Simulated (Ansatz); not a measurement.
Si21SbH28, a doped nanocrystal cut from the lattice of silicon (Sb on an inner site), relaxed as a doublet with UKS PBE-D4/def2-SVP in Ansatz, starting from the GFN2-xTB geometry. Force threshold 0.03 eV/Å.

In the def2 sets Sb takes a core potential; there is no spin–orbit coupling. Single mean-field runs in def2-SVP are fitted with def2-universal-jkfit.

Start:

Cartesian coordinates in Å:
```
Si 0.1187 -4.1471 0.0350
Si -5.1507 -2.2602 -0.4401
Si 3.1358 -3.0787 -2.0588
Si 3.0378 -2.4213 1.7434
Si -0.2996 -0.5027 1.3459
Si 2.5759 1.2881 3.0970
Si 2.6120 0.5786 -0.6975
Si -0.7606 3.0170 2.6949
Si -0.2379 -1.1463 -2.3856
Si -3.7203 0.4953 -2.8385
Si -0.7000 2.3147 -1.0825
Si -3.7641 1.1219 0.9999
Si 2.2450 4.1997 0.6565
Si 2.4495 -3.8989 0.0238
Sb -1.3520 -2.1150 -0.3160
Si -4.7485 -0.0250 -0.7977
Si 2.1047 -1.0008 -2.3661
Si 2.0641 -0.3013 1.4498
Si -1.4576 1.5330 1.0298
Si 1.5477 3.3483 2.7139
Si 1.6194 2.6902 -1.0111
Si -1.4135 0.8371 -2.7594
H -0.3101 -5.1118 -0.9866
H -0.3440 -4.7413 1.2958
H -4.7902 -2.8482 0.8627
H -4.6716 -3.2329 -1.4392
H 2.7923 -4.0092 -3.1456
H 4.6007 -2.9816 -2.1540
H 2.6399 -2.9601 3.0538
H 4.4995 -2.2929 1.8542
H -0.7792 -1.0680 2.6165
H 2.1994 0.7446 4.4102
H 4.0373 1.4225 3.1747
H 4.0781 0.7631 -0.6922
H -1.2271 2.5302 3.9998
H -1.4639 4.2944 2.5185
H -0.6635 -2.1278 -3.3934
H -4.0125 -0.6120 -3.7630
H -4.4150 1.6314 -3.4627
H -1.3600 3.6175 -1.3026
H -4.0850 0.3558 2.2162
H -4.4878 2.3880 1.1999
H 3.6960 4.4352 0.6438
H 1.6802 5.5340 0.4116
H 3.0822 -5.2158 0.2524
H -6.1123 0.5633 -0.9122
H 2.4641 -0.4192 -3.6775
H 1.9235 4.2960 3.7829
H 2.0430 3.1824 -2.3391
H -0.9199 1.3355 -4.0613
```

```csv
step,energy (eV),largest force component (eV/Å),SCF passes
1,-172294.9986,0.798,21
2,-172295.6657,0.399,25
3,-172295.7684,0.137,21
4,-172295.7802,0.131,21
5,-172295.7863,0.037,20
6,-172295.7883,0.019,21
```

Force components are those of the run's own axes.

End:

```xyz
50

Si    0.142   -4.273    0.074
Si   -4.954   -2.230   -0.443
Si    3.106   -3.031   -2.036
Si    3.024   -2.368    1.763
Si   -0.368   -0.586    1.412
Si    2.552    1.209    3.080
Si    2.618    0.555   -0.702
Si   -0.821    2.993    2.705
Si   -0.306   -1.250   -2.400
Si   -3.700    0.553   -2.861
Si   -0.758    2.314   -1.070
Si   -3.766    1.192    1.073
Si    2.194    4.141    0.619
Si    2.461   -3.886    0.058
Sb   -1.441   -2.237   -0.282
Si   -4.714    0.074   -0.781
Si    2.029   -0.971   -2.391
Si    1.960   -0.309    1.380
Si   -1.429    1.469    1.018
Si    1.515    3.290    2.708
Si    1.574    2.631   -1.079
Si   -1.361    0.816   -2.782
H    -0.217   -5.259   -1.012
H    -0.266   -4.878    1.395
H    -4.548   -2.752    0.911
H    -4.424   -3.117   -1.541
H     2.725   -4.009   -3.121
H     4.603   -2.843   -2.071
H     2.591   -2.915    3.102
H     4.518   -2.162    1.797
H    -0.779   -1.080    2.781
H     2.128    0.648    4.415
H     4.053    1.372    3.093
H     4.119    0.735   -0.687
H    -1.276    2.463    4.043
H    -1.511    4.314    2.460
H    -0.681   -2.196   -3.519
H    -4.051   -0.553   -3.828
H    -4.297    1.834   -3.394
H    -1.450    3.641   -1.291
H    -4.135    0.448    2.335
H    -4.387    2.568    1.156
H     3.690    4.338    0.608
H     1.539    5.479    0.378
H     3.159   -5.208    0.298
H    -6.113    0.643   -0.896
H     2.428   -0.401   -3.735
H     1.910    4.261    3.798
H     1.999    3.157   -2.431
H    -0.886    1.374   -4.105
```

By distances, no bond broke or formed. The bond that changes most is Si1–Sb15, from 2.53 to 2.60 Å (atoms count from 1).

No frequencies were taken in this run, so the end may be a saddle point.

It took 30 s on 2 threads of AMD EPYC 7R13 on a shared host and a share (18 GiB) of an NVIDIA H100 80GB HBM3, peak host memory 1.2 GiB.
